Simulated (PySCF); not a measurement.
# What a mistake does to a calculation on B2GeH6N

Calculated results; nothing here was measured. The program is PySCF 2.14.0, an open-source quantum chemistry code, run on an isolated molecule that a program drew, which may never have been made. The molecule is B2GeH6N (charge 0, doublet), drawn as the SMILES string `NB[BH][GeH2]`.

Each row is a Hartree-Fock (HF) and frozen-core CCSD(T) single point in the cc-pVDZ basis, meant for a local HF minimum. Run 1 is clean. Each other run has one planted mistake out of seven kinds, and not every kind appears here: one electron removed, one electron added, multiplicity raised by two, geometry at a saddle point, minimal basis STO-3G, one bond length entered in bohr, all coordinates scaled. The reference is restricted for singlets and unrestricted otherwise, and also for a bond in bohr. Adding or removing an electron swaps singlet and doublet. Electrons count all cores. HOMO and LUMO are orbital energies over both spins, the gradient is its largest component, and the lowest frequency (negative if imaginary) is given only where the gradient is small. Bond lengths are over the 9 bonds as drawn. T1 is the CCSD diagnostic: over 0.02 (restricted) or 0.045 (unrestricted) a single reference is doubtful. Germanium has the cc-pVDZ-PP basis, with a core potential (ECP10MDF) in place of its 10 inner electrons, and its 3s, 3p and 3d shells are frozen in CCSD(T).

Geometry of the clean run:
```xyz
10
B2GeH6N, angstrom
N     0.3679   -1.3518   -1.2817
B    -0.2087   -1.1573   -0.0275
B    -0.8072    0.3360    0.5427
Ge    0.3806    1.7811    1.2889
H     0.4803   -0.6287   -1.9613
H     0.6993   -2.2411   -1.5928
H    -0.2804   -2.1255    0.6934
H    -1.9784    0.6055    0.5370
H     1.8868    1.6278    1.5042
H    -0.1273    3.0462    1.9802
```

```
run,electrons,basis functions,<S^2>,HOMO (eV),LUMO (eV),gradient (hartree/bohr),lowest frequency (cm^-1),mean bond (Å),longest bond (Å),T1,HF (hartree),CCSD(T) (hartree),mistake
1,55,95,0.762,-7.87,0.67,1.3e-05,73,1.3979,2.014,0.0179,-400.67998,-401.16732,no fault
2,55,95,0.760,-8.00,0.68,7.3e-02,-,1.3056,1.881,0.0151,-400.63527,-401.11389,all coordinates scaled
3,54,95,0.000,-15.66,-6.49,2.8e-02,-,1.3979,2.014,0.0159,-400.41698,-400.88627,?
4,55,95,3.781,-5.44,-1.30,5.6e-02,-,1.3979,2.014,0.0291,-400.52203,-401.00338,?
```

**Which mistake was planted in run 3, and what did it cost?**

It counts 54 electrons, one fewer than the clean run, at the same geometry and basis. So the mistake is: one electron removed. Subtracting run 1 and multiplying by 627.51 kcal/mol a hartree, the energy moved by 165.0 kcal/mol in HF and 176.4 kcal/mol in CCSD(T).

**Which mistake was planted in run 4, and what did it cost?**

Electrons, basis and geometry are unchanged, and <S^2> is 3.781, beside S(S+1) = 3.75 for a multiplicity of 4. So the mistake is: multiplicity raised by two. Subtracting run 1 and multiplying by 627.51 kcal/mol a hartree, the energy moved by 99.1 kcal/mol in HF and 102.9 kcal/mol in CCSD(T).

